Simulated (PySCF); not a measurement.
C4H6O2Si, SMILES O=C([SiH2]C#C)OC (GFN2-xTB optimised geometry):

```
13

C      1.801     1.814     0.000
C      0.598     1.814     0.000
Si    -1.250     1.788     0.018
C     -1.722     0.069     0.734
O     -2.107    -0.166     1.852
O     -1.551    -0.875    -0.199
C     -1.826    -2.219     0.180
H      2.854     1.816    -0.005
H     -1.758     1.865    -1.353
H     -1.762     2.827     0.910
H     -1.149    -2.529     0.979
H     -1.674    -2.827    -0.708
H     -2.854    -2.306     0.538
```

Method: PBE/def2-TZVP (PySCF).

Task: What are the frontier orbital energies and the dipole moment?

Result: HOMO-2 -7.38 eV, HOMO-1 -7.18 eV, HOMO -6.20 eV, LUMO -1.84 eV, LUMO+1 -1.08 eV; dipole moment 1.87 D.

Meta-Löwdin charges at PBE/def2-TZVP: C1 -0.15, C2 -0.27, Si3 0.56, C4 0.28, O5 -0.41, O6 -0.30, C7 -0.16, H8 0.18, H9 -0.07, H10 -0.07, H11 0.13, H12 0.14, H13 0.13.
